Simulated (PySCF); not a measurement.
**Radial density of V⁺ (vanadium, charge +1)**

UHF, [Ar] 3d4, high-spin 5D determinant. Calculation: PySCF 2.14, in cc-pVDZ; the non-relativistic Hamiltonian (point nucleus).

| r (bohr) | 4πr²ρ (e/bohr) | 4πr²(ρα − ρβ) |
| --- | --- | --- |
| 0.00118 | 0.1360 | 0.0000 |
| 0.00199 | 0.3707 | 0.0000 |
| 0.00335 | 0.9856 | 0.0000 |
| 0.00563 | 2.511 | -0.0001 |
| 0.00947 | 5.956 | -0.0002 |
| 0.0159 | 12.54 | -0.0005 |
| 0.0268 | 21.66 | -0.0007 |
| 0.0450 | 27.28 | -0.0008 |
| 0.0758 | 23.12 | 0.0003 |
| 0.127 | 21.89 | 0.0131 |
| 0.214 | 29.65 | 0.1255 |
| 0.361 | 16.93 | 0.6773 |
| 0.607 | 9.638 | 1.9148 |
| 1.02 | 10.74 | 2.5421 |
| 1.72 | 3.030 | 1.4882 |
| 2.89 | 0.3877 | 0.3498 |
| 4.85 | 0.01831 | 0.0182 |
| 8.17 | 0.0001853 | 0.0002 |
